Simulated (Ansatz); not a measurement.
The lowest singlet and triplet of O2 (SMILES O=O); geometries from B3LYP-D3(BJ)/def2-TZVP, each state relaxed from the structure named, with no frequency check, low spin by broken symmetry.
Singlet (charge 0, multiplicity 1):
```xyz
2

O      0.000     0.000    -0.602
O      0.000     0.000     0.602
```
Triplet (charge 0, multiplicity 3):
```csv
atom,x (Å),y (Å),z (Å)
O,0.0000,0.0000,-0.6021
O,0.0000,0.0000,0.6021
```

| level | gap E(singlet) − E(triplet), adiabatic (kcal/mol) | cost |
|---|---|---|
| R-HF/cc-pVQZ | 54.10 | - |
| R-PBE/def2-TZVPP | 37.97 | ×1 |
| U-PBE/def2-TZVPP (spin-contaminated) | 8.88 | ×2 |
| R-r2SCAN/def2-TZVPP | 44.64 | ×2 |
| U-wB97X-V/def2-TZVPP (spin-contaminated) | 10.92 | ×5 |
| U-wB97M-V/def2-TZVPP (spin-contaminated) | 12.44 | ×5 |
| R-B2PLYP/def2-TZVPP | 36.22 | ×1 |
| U-B2PLYP/def2-TZVPP (spin-contaminated) | 10.59 | ×3 |
| R-MP2/cc-pVDZ | 32.76 | - |
| R-MP2/cc-pVQZ | 29.45 | - |
| R-SCS-MP2/cc-pVDZ | 25.62 | - |
| R-SCS-MP2/cc-pVTZ | 23.05 | - |
| R-SCS-MP2/cc-pVQZ | 21.77 | - |
| R-CCSDT/cc-pVDZ | 27.51 | - |
| R-CCSDT/cc-pVTZ | 27.42 | - |
| SA-CASSCF(12,8)/cc-pVTZ | 22.12 | - |
| SC-NEVPT2 on SA-CASSCF(12,8)/cc-pVDZ | 23.62 | - |
| FIC-MRCISD+Q on SA-CASSCF(12,8)/cc-pVDZ | 24.21 | - |
| FIC-MRCISD+Q on SA-CASSCF(12,8)/cc-pVTZ | 23.04 | - |
| FIC-MRCISD+Q on SA-CASSCF(12,8)/cc-pVQZ | 22.61 | - |

The rows run from 8.88 (U-PBE/def2-TZVPP (spin-contaminated)) to 54.10 kcal/mol (R-HF/cc-pVQZ). From cc-pVDZ to cc-pVQZ R-MP2 changes by -3.31. The 3 R-functionals in def2-TZVPP without D3 or D4 span 8.42, from R-B2PLYP to R-r2SCAN.

A positive gap puts the triplet lower; no zero-point energy. R- takes a restricted singlet, here one determinant of a half-filled degenerate or near-degenerate pair, which mixes singlet states. U- takes an unrestricted singlet (broken symmetry where lower, unprojected). The triplet is unrestricted in single-reference levels. Active spaces average the two states.

Cores are frozen in the correlated methods.

Doubts at one or more of the structures used: a restricted determinant that unrestricted orbitals would lower (R-HF/cc-pVQZ, R-PBE/def2-TZVPP, R-r2SCAN/def2-TZVPP, R-B2PLYP/def2-TZVPP, R-MP2/cc-pVDZ, R-MP2/cc-pVQZ, R-SCS-MP2/cc-pVDZ, R-SCS-MP2/cc-pVTZ, R-SCS-MP2/cc-pVQZ, R-CCSDT/cc-pVDZ, R-CCSDT/cc-pVTZ); other coupled-cluster roots lie near (R-CCSDT/cc-pVDZ, R-CCSDT/cc-pVTZ).

Run with Ansatz (Gaussian orbitals). Values without a source in brackets are computed.

Costs are rough ratios of core time to R-PBE/def2-TZVPP (about 1.0 s over the structures, on one shared machine); a dash marks a level with no comparable run of its own. 

Measured: 3Σg- below a 1Δg by 7918.1 cm-1 = 22.6 kcal/mol (between the minima) [Huber and Herzberg (1979), NIST Chemistry WebBook].

Ansatz is a program for electronic structure.
